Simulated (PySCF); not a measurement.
Ni+ (nickel, charge +1) across methods

[Ar] 3d8 4p1, one real determinant (an excited configuration). Computed with PySCF 2.14 in def2-QZVPPD (11s6p5d4f2g, 100 functions), with no relativity, point nucleus. The B2PLYP total includes its PT2 part (frozen core); its orbital energies are those of the SCF part.

```tsv
method	E (hartree)	mean ε 3d α (eV)	mean ε 3d β (eV)	mean ε 4p α (eV)	Σ⟨r²⟩ (bohr²)	⟨S²⟩
BLYP	-1507.861	-20.436	-18.818	-8.870	27.85	3.751
UHF	-1506.43858	-30.858	-28.254	-10.896	28.74	3.752
PBE	-1507.527	-20.532	-18.782	-9.011	27.84	3.750
PBE0	-1507.557	-23.276	-21.339	-9.602	27.88	3.751
LDA	-1505.080	-20.852	-18.918	-9.046	27.65	3.750
B3LYP	-1507.830	-22.802	-21.013	-9.487	27.84	3.751
r2SCAN	-1507.774	-20.832	-19.139	-9.137	27.61	3.751
BP86	-1508.000	-20.626	-18.962	-9.120	27.70	3.750
B2PLYP	-1507.514	-26.085	-23.980	-10.038	28.14	3.751
```

⟨L²⟩ = 14.01 against 20 for a pure G term, so this real determinant mixes terms.
